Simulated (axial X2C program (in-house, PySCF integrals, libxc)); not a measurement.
Correcting the dissociation energy of MgI⁺ for spin–orbit coupling

A spin-free CCSD(T) curve (one-electron X2C) was computed with an in-house all-electron X2C program for linear molecules (integrals from PySCF), basis I dyall-cv3z [11s12p8d4f1g], Mg dyall-cv3z [9s8p6d3f] (cores contracted in-house), for the state M_S = 0, Λ = 0 (closed shell). It gives D0 = 2.330 eV to I + Mg+, which in a spin-free picture are the weighted means of the ground terms.

Correlated methods: 8 electrons correlated (number of frozen shells: I 4 s, 3 p, 2 d; Mg 2 s, 1 p), 292 virtual spin orbitals or spinors in MP2, 90 natural virtuals in coupled cluster.

Measured levels of the ground terms (NIST Handbook of Basic Atomic Spectroscopic Data), in cm⁻¹: I 2P: J = 3/2 at 0, J = 1/2 at 7603.1; Mg+ 2S: J = 1/2 at 0.

The molecular state has Λ = 0, so it has no first-order lowering.

How far does each ground level lie under the (2J+1)-weighted mean of its term?

I: (4 × 0 + 2 × 7603.1)/6 = 2534 cm⁻¹; Mg+: a single level, 0.

Correct D0.

D0 = 2.330 + (0 − 2534)/8065.5 = 2.016 eV at CCSD(T) with these spin–orbit terms. The direct two-component run gives 2.067 eV; the difference holds second-order terms in the molecule, scalar two-electron terms, the gap between measured and computed atomic splittings (a 2c atom can miss part of its lowering) and, in coupled cluster, the truncation of each run.

Second-order spin–orbit effects in the molecule, which grow quickly with Z, are left out. One determinant describes the state; a PBE0 search over occupations chose it and may have missed a lower one. De is counted from the lowest determinant-based energies of the atoms at the same level, without counterpoise correction. Coupled cluster ran in a truncated set of natural virtual spinors; the MP2 energy of the rest was added. (T) has no such correction and the atoms are truncated less, which lowers De at CCSD(T) by a hundredth of an eV or more.
